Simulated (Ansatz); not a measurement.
Harmonic frequencies (cm⁻¹) at PBE0-D4/def2-TZVP from Ansatz: 42, 98, 114, 171, 215, 275, 427, 568, 605, 791, 813, 915, 922, 931, 1310, 1463, 1469, 2266, 3081, 3183, 3190.

Each molecule was computed in one conformer, which needn't be the lowest.

Task: Which molecule is it?
A. `C[Si](F)(Cl)[SeH]`
B. `CS[Si](F)(F)F`
C. `C[Se][SiH](F)Cl`
D. `C=C[SiH](F)Br`

Result: C.
